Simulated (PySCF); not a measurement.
## Correlation energy of Ni(2+) (nickel, charge +2)

[Ar] 3d7 4p1, one real determinant (an excited configuration). Computed with PySCF 2.14 in aug-cc-pwCVTZ (10s9p7d4f3g, 127 functions), with no relativity, point nucleus. Frozen: [Ar]; 8 electrons correlated.

MP2 pair energies summed by pair of shells (mhartree):

```json
{"pair": "3d-3d", "energy": "-194.19", "share (%)": "92.1"}
{"pair": "3d-4p", "energy": "-16.76", "share (%)": "7.9"}
```

Total MP2 correlation energy: -210.95 mhartree.

Same-spin part -92.90 and opposite-spin part -118.05 mhartree; SCS-MP2 scales them by 1/3 and 6/5 to -172.63 mhartree.

The reference is one real determinant that mixes LS terms of this configuration.
